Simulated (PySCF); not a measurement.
C, charge +1, doublet; PySCF with CAMB3LYP/aug-cc-pVDZ.

Here is a job for PySCF.
```python
from pyscf import gto, scf, dft

mol = gto.M(
    atom='''
C     0.00000000    0.00000000    0.00000000
''',
    basis='aug-cc-pvdz',
    charge=1,
    spin=1,
    verbose=4,
)

mf = dft.UKS(mol)
mf.xc = 'camb3lyp'
mf.kernel()
mf.analyze()
```

It wrote (shortened):

```
PySCF version 2.14.0

[INPUT] verbose = 4
[INPUT] num. atoms = 1
[INPUT] num. electrons = 5
[INPUT] charge = 1
[INPUT] spin (= nelec alpha-beta = 2S) = 1
[INPUT] symmetry False subgroup None
[INPUT] Mole.unit = angstrom
[INPUT] Symbol           X                Y                Z      unit          X                Y                Z       unit  Magmom
[INPUT]  1 C      0.000000000000   0.000000000000   0.000000000000 AA    0.000000000000   0.000000000000   0.000000000000 Bohr   0.0

nuclear repulsion = 0
number of shells = 8
number of NR pGTOs = 35
number of NR cGTOs = 23
basis = aug-cc-pvdz
ecp = {}

******** <class 'pyscf.dft.uks.UKS'> ********
method = UKS
initial guess = minao
damping factor = 0
level_shift factor = 0
DIIS = <class 'pyscf.scf.diis.CDIIS'>
diis_start_cycle = 1
diis_space = 8
diis_damp = 0
SCF conv_tol = 1e-09
SCF conv_tol_grad = None
SCF max_cycles = 50
direct_scf = True
direct_scf_tol = 1e-13
number electrons alpha = 3  beta = 2
XC library pyscf.dft.libxc version 7.1.2
    S. Lehtola, C. Steigemann, M. J. T. Oliveira, and M. A. L. Marques,  SoftwareX 7, 1–5 (2018)
XC functionals = camb3lyp
    T. Yanai, D. P. Tew, and N. C. Handy,  Chem. Phys. Lett. 393, 51 (2004)
radial grids:
    Treutler-Ahlrichs [JCP 102, 346 (1995); DOI:10.1063/1.469408] (M4) radial grids

becke partition: Becke, JCP 88, 2547 (1988); DOI:10.1063/1.454033
pruning grids: <function nwchem_prune>
grids dens level: 3
symmetrized grids: False
atomic radii adjust function: <function treutler_atomic_radii_adjust>
small_rho_cutoff = 0
Set gradient conv threshold to 3.16228e-05
tot grids = 14120
init E= -37.615885159588

cycle= 1 E= -37.3136174394019  delta_E= 0.302  |g|= 0.298  |ddm|= 0.646
cycle= 2 E= -37.4038261463413  delta_E= -0.0902  |g|= 0.0489  |ddm|= 0.486
cycle= 3 E= -37.4055750098742  delta_E= -0.00175  |g|= 0.00858  |ddm|= 0.0877
cycle= 4 E= -37.4056664309971  delta_E= -9.14e-05  |g|= 0.000643  |ddm|= 0.0183
cycle= 5 E= -37.4056669047115  delta_E= -4.74e-07  |g|= 5.95e-05  |ddm|= 0.00141
cycle= 6 E= -37.4056669086097  delta_E= -3.9e-09  |g|= 3.41e-06  |ddm|= 0.00013
cycle= 7 E= -37.4056669086215  delta_E= -1.18e-11  |g|= 3.66e-07  |ddm|= 5.67e-06
Extra cycle  E= -37.4056669086221  delta_E= -5.19e-13  |g|= 2.63e-07  |ddm|= 1.02e-06
converged SCF energy = -37.4056669086221  <S^2> = 0.75219208  2S+1 = 2.0021909
**** SCF Summaries ****
Total Energy =                         -37.405666908622052
Nuclear Repulsion Energy =               0.000000000000000
One-electron Energy =                  -47.540494891544412
Two-electron Energy =                   10.134827982922360
Two-electron Coulomb Energy =           14.979152302473050
DFT Exchange-Correlation Energy =       -4.844324319550691
**** MO energy ****
                             alpha | beta                alpha | beta
MO #1   energy= -10.9678579417918  | -10.9492239578933  occ= 1 | 1
MO #2   energy= -1.09372626954034  | -1.02310995042521  occ= 1 | 1
MO #3   energy= -0.787866739782324 | -0.498075948330687 occ= 1 | 0
MO #4   energy= -0.519706244954438 | -0.498075805447744 occ= 0 | 0
MO #5   energy= -0.519705889638523 | -0.439866924437397 occ= 0 | 0
MO #6   energy= -0.14885548431094  | -0.146280938302468 occ= 0 | 0
MO #7   energy= -0.101697156057911 | -0.0987857336869604 occ= 0 | 0
MO #8   energy= -0.0992300897353828 | -0.098770279067004 occ= 0 | 0
MO #9   energy= -0.0992090459121486 | -0.0923522109295307 occ= 0 | 0
MO #10  energy= 0.0861640380455491 | 0.0863695472458575 occ= 0 | 0
MO #11  energy= 0.0861652040844966 | 0.0863720658320693 occ= 0 | 0

To work with the spin densities directly, `use mulliken_meta_spin()` only printing them here.

 ** Mulliken spin pop alpha/beta on meta-lowdin orthogonal AOs **
 ** Mulliken Spin Density (per AO)  **
spin_pop of  0 C 1s       -0.00001
spin_pop of  0 C 2s       -0.00171
spin_pop of  0 C 3s        0.00224
spin_pop of  0 C 4s       -0.00003
spin_pop of  0 C 2px       0.47362
spin_pop of  0 C 2py       0.22810
spin_pop of  0 C 2pz       0.28896
spin_pop of  0 C 3px       0.00441
spin_pop of  0 C 3py       0.00212
spin_pop of  0 C 3pz       0.00269
spin_pop of  0 C 4px       0.00005
spin_pop of  0 C 4py       0.00002
spin_pop of  0 C 4pz       0.00003
spin_pop of  0 C 3dxy     -0.00016
spin_pop of  0 C 3dyz     -0.00010
spin_pop of  0 C 3dz^2    -0.00000
spin_pop of  0 C 3dxz     -0.00020
spin_pop of  0 C 3dx2-y2   -0.00002
spin_pop of  0 C 4dxy     -0.00000
spin_pop of  0 C 4dyz     -0.00000
spin_pop of  0 C 4dz^2    -0.00000
spin_pop of  0 C 4dxz     -0.00000
spin_pop of  0 C 4dx2-y2   -0.00000
 ** Mulliken Spin Density (per atom)  **
spin density of  0 C =      1.00000
 ** Mulliken pop alpha/beta on meta-lowdin orthogonal AOs **
 ** Mulliken pop       alpha | beta **
pop of  0 C 1s        0.99997 | 0.99997
pop of  0 C 2s        0.99546 | 0.99717
pop of  0 C 3s        0.00430 | 0.00205
pop of  0 C 4s        0.00005 | 0.00008
pop of  0 C 2px       0.47362 | 0.00000
pop of  0 C 2py       0.22810 | 0.00000
pop of  0 C 2pz       0.28896 | 0.00000
pop of  0 C 3px       0.00441 | 0.00000
pop of  0 C 3py       0.00212 | 0.00000
pop of  0 C 3pz       0.00269 | 0.00000
pop of  0 C 4px       0.00005 | 0.00000
pop of  0 C 4py       0.00002 | 0.00000
pop of  0 C 4pz       0.00003 | 0.00000
pop of  0 C 3dxy      0.00008 | 0.00024
pop of  0 C 3dyz      0.00005 | 0.00014
pop of  0 C 3dz^2     0.00000 | 0.00000
pop of  0 C 3dxz      0.00010 | 0.00030
pop of  0 C 3dx2-y2    0.00001 | 0.00003
pop of  0 C 4dxy      0.00000 | 0.00000
pop of  0 C 4dyz      0.00000 | 0.00000
pop of  0 C 4dz^2     0.00000 | 0.00000
pop of  0 C 4dxz      0.00000 | 0.00000
pop of  0 C 4dx2-y2    0.00000 | 0.00000
In total             3.00000 | 2.00000
 ** Mulliken atomic charges   ( Nelec_alpha | Nelec_beta ) **
charge of  0C =      1.00000  (     3.00000      2.00000 )

WARN: System has nonzero charge 1; the dipole moment is origin-dependent.
Location of origin: [0. 0. 0.]

Dipole moment(X, Y, Z, Debye): -0.00000,  0.00000, -0.00000
```
